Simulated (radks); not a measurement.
Values are calculated unless marked as measured or tabulated.
Spherical jellium clusters: N electrons in a uniform positive sphere of charge N and radius rs N^(1/3), rs = 4.83 bohr. Level of theory: non-relativistic Kohn-Sham, LDA (Slater exchange, Perdew-Wang correlation), spin-polarised, spherical densities (a radial shooting solver with Libxc functionals). Levels are named by radial order and angular momentum (1s, 1p, 1d, 2s, ...), and open shells are averaged over m.

N = 17, configuration 1s2 1p6 1d(up 5, down 4). This is the lowest configuration that the search found. Occupied and some empty levels:

level,occupation,eigenvalue (eV),<r> (bohr)
1s up,1,-4.0461,7.581
1s down,1,-3.9972,7.501
1p up,3,-3.4342,9.106
1p down,3,-3.3726,9.096
1d up,5,-2.6835,10.13
1d down,4,-2.6201,10.15
2s up,0,-2.3772,8.252
2s down,0,-2.3493,8.304
1f up,0,-1.8117,11.02
1f down,0,-1.7518,11.06
2p up,0,-1.3557,10.20
2p down,0,-1.3246,10.23

Energy (eV): total -31.2010, kinetic 21.100, external -753.80, Hartree 374.63, exchange-correlation -53.067, background 379.93.

Electron density:

r (bohr),n(r) (e/bohr^3)
0.887,0.001063
1.88,0.001165
2.86,0.001347
3.85,0.001607
4.84,0.001926
5.83,0.002258
6.82,0.002534
7.81,0.002662
8.79,0.002557
9.78,0.002186
10.8,0.001623
11.8,0.001027
12.8,0.0005568
13.7,0.0002682
14.7,0.0001202
15.7,0.00005050
16.7,0.00002039
17.7,8.003e-06
18.7,3.084e-06
19.7,1.173e-06
